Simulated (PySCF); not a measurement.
# TDDFT excited states: B2Br4H4P2

(Br2B-mu-PH2)2.
Structure used (PBE0-D3(BJ)/def2-SVP), in Å, numbered top down from 1:
```xyz
12
B2Br4H4P2 angstrom
B     -0.2832   -0.7508   -1.1941
Br    -1.0645    0.1292   -2.7819
Br     0.0768   -2.6921   -1.3158
P     -1.2681   -0.2793    0.4855
B      0.2968    0.7537    1.1952
Br     1.0784   -0.0912    2.8027
Br    -0.0790    2.6928    1.2759
P      1.2914    0.2574   -0.4717
H     -1.6642   -1.3865    1.2712
H     -2.4618    0.4583    0.3088
H      2.4557   -0.5189   -0.2659
H      1.7371    1.3448   -1.2590
```

Computed with PySCF, TDDFT B3LYP/def2-SVPD, vertical, gas phase, core orbitals frozen in the response. The B3LYP/def2-SVPD calculation is non-relativistic and has no spin–orbit coupling, an omission that weighs most on bromine.

| state | E (eV) | E (kJ/mol) | λ (nm) | f | main configurations (H = HOMO, L = LUMO) |
| --- | --- | --- | --- | --- | --- |
| S1 | 4.28 | 413 | 289.5 | 0.0000 | H→L (100%) |
| S2 | 4.91 | 474 | 252.6 | 0.023 | H-2→L (99%) |
| S3 | 4.94 | 476 | 251.1 | 0.0000 | H-1→L (98%) |
| S4 | 5.00 | 482 | 248.0 | 0.0000 | H-3→L (99%) |
| S5 | 5.14 | 496 | 241.4 | 0.0033 | H→L+1 (99%) |
| S6 | 5.22 | 503 | 237.7 | 0.0025 | H-4→L (85%), H-5→L (14%) |
| S7 | 5.23 | 504 | 237.1 | 0.0019 | H-5→L (85%), H-4→L (14%) |
| S8 | 5.34 | 515 | 232.1 | 0.0000 | H-6→L (99%) |
| S9 | 5.62 | 542 | 220.7 | 0.0062 | H-2→L+1 (99%) |
| S10 | 5.64 | 544 | 219.7 | 0.0000 | H-1→L+1 (98%) |

Triplets (Tamm–Dancoff): T1 4.13 eV, H→L (98%); T2 4.57 eV, H-1→L (98%); T3 4.75 eV, H→L+1 (96%); T4 4.77 eV, H-2→L (99%).

The lowest singlet comes at 290 nm (413 kJ/mol) in the ultraviolet; it is dark (f under 0.0005); its leading configuration is HOMO→LUMO (100%). The strongest level in the table is S2 at 4.91 eV (253 nm, f = 0.023). Löwdin shares by element: HOMO bromine 67% (atoms not listed hold the other 33%); LUMO phosphorus 42%, bromine 15% or more (atoms not listed hold the other 43%). The listed states span 1.36 eV, and the widest gap between neighbours is 0.63 eV (S1 to S2). Orbital energies (eV): HOMO-3 -7.92, HOMO-2 -7.83, HOMO-1 -7.81, HOMO -7.33, LUMO -2.09, LUMO+1 -1.39, LUMO+2 -0.83. Weighted by f, the mean energy of these states is 5.09 eV. All these states lie below the vertical ionisation energy of 8.95 eV (ΔSCF). Singlets were solved by full linear response, triplets in the Tamm–Dancoff approximation.

One conformer stands for the species.
